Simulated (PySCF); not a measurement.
**C₆ coefficients of unlike pairs at PBE**

Calculated with PySCF 2.14 from the dipole response of each species, C₆(A,B) = (3/π) ∫ α_A(iu) α_B(iu) du, in atomic units, from isotropic polarisabilities. For ions this is the dispersion term alone; charge-induced terms of lower order in 1/R come first.

| species | configuration | basis | relativity | α (bohr³) | C₆ (like pair) |
| --- | --- | --- | --- | --- | --- |
| Cu | [Ar] 3d10 4s1 (2S) | aug-cc-pwCVTZ-DK with one added diffuse shell each of s, p, d, f, g type (11s10p8d5f4g) | spin-free X2C | 41.84 | 270.7 |
| Sc(3+) | [Ar] (1S) | aug-cc-pVTZ-DK (8s7p5d3f2g) | spin-free X2C | 2.137 | 5.463 |
| Ba(2+) | [Xe] (1S) | def2-QZVPPD with the def2 core potential (46 electrons) (7s5p3d2f1g) | core potential | 10.47 | 74.13 |
| Tc(3+) | [Kr] 4d4 (5D) | aug-cc-pVTZ-PP with ECP28MDF (6s6p5d3f2g) | core potential | 5.589 | 25.29 |

Problem. Estimate C₆ for Ba(2+) with Cu.

Solution. The integral gives 119.9. The combination rule 2 C_A C_B / (C_A α_B/α_A + C_B α_A/α_B) gives 110.3 and the geometric mean 141.7.

No spin-orbit coupling is included.

The other pairs:

```
          pair     C₆
Tc(3+), Ba(2+)  42.84
Ba(2+), Sc(3+)  19.39
Tc(3+), Sc(3+)  11.65
    Sc(3+), Cu  28.21
    Tc(3+), Cu  66.63
```
